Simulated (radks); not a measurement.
The numbers below are computed, except where a source is named.
Species: Ho49+. Configuration: [Ar] (the NIST ground configuration). Code: a radial shooting solver on a logarithmic mesh with Libxc functionals. Model: Dirac Kohn-Sham, LDA (Slater exchange, Perdew-Wang correlation), spin-unpolarised, spherical densities, point nucleus; speed of light set to 685.18 atomic units (5 times the physical value, a model run).

Normalised radial functions P(r) = r R(r) (large component), r in bohr:

```
   r/bohr * 1s1/2, o 3p1/2 (the largest magnitude, 5.98, reaches the edge; | marks zero, & curves that meet)
 0.001037                             o    *
 0.001287                             o     *
 0.001611                             o      *
 0.001999                             o        *
 0.002481                             o         *
 0.003079                             o           *
 0.003852                             o              *
 0.004781                             o                *
 0.005934                             o                   *
 0.007423                             |o                    *
 0.009213                             |o                      *
  0.01143                             |o                        *
  0.01431                             | o                        *
  0.01775                             |  o                       *
  0.02204                             |   o                    *
  0.02735                             |    o                *
  0.03421                             |     o          *
  0.04246                             |     o     *
   0.0527                             |      o*
  0.06593                             |   *o
  0.08183                             | *o
   0.1016                            o|*
   0.1271                        o    *
   0.1577                    o        *
   0.1957                  o          *
   0.2429                   o         *
   0.3039                      o      *
   0.3771                         o   *
   0.4681                            o*
   0.5856                             &
   0.7268                             &
```

1s1/2: eigenvalue -55118 eV, 0 radial nodes, <r> = 0.0226 bohr, 90 % of the charge inside 0.0401 bohr. 3p1/2: eigenvalue -4378.2 eV, 1 radial node at r = 0.0976 bohr, <r> = 0.215 bohr, 90 % of the charge inside 0.318 bohr.
